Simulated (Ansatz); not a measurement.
Cu(NH2)2 (CuN2H4). Total charge 0; doublet. Geometry r2SCAN-D4/def2-TZVP, basis def2-TZVP, Ansatz.

```xyz
7

Cu   -0.0001   -0.0018   -0.0006
N     0.3701    0.5144   -1.6551
H     0.1918   -0.0232   -2.4929
H     0.7933    1.3954   -1.9146
N    -0.3699   -0.5151    1.6549
H    -0.7940   -1.3948    1.9172
H    -0.1912    0.0250    2.4910
```

```
run  HOMO (eV)  LUMO (eV)
  A      -8.23      -0.90
  B      -5.02      -4.25
  C      -5.28      -3.74
  D      -6.20      -2.71
  E      -4.89      -3.90
  F      -6.11      -2.88
```

No other spin state of charge 0 was run.

HOMO and LUMO are taken over both spins.

Problem. The runs used LDA (SPW92), PBE, PBE0, r2SCAN, r2SCAN0, ωB97X-V. Estimate which is which.

Solution. A ωB97X-V (range-separated); B LDA (SPW92) (0 % exact exchange); C r2SCAN (0 % exact exchange); D r2SCAN0 (25 % exact exchange); E PBE (0 % exact exchange); F PBE0 (25 % exact exchange). Exact exchange lowers occupied and raises empty levels; among semilocal functionals meta-GGAs tend to open the gap a little, and such runs are hard to tell apart. The gap grows from 0.77 eV (LDA (SPW92)) to 7.33 eV (ωB97X-V).
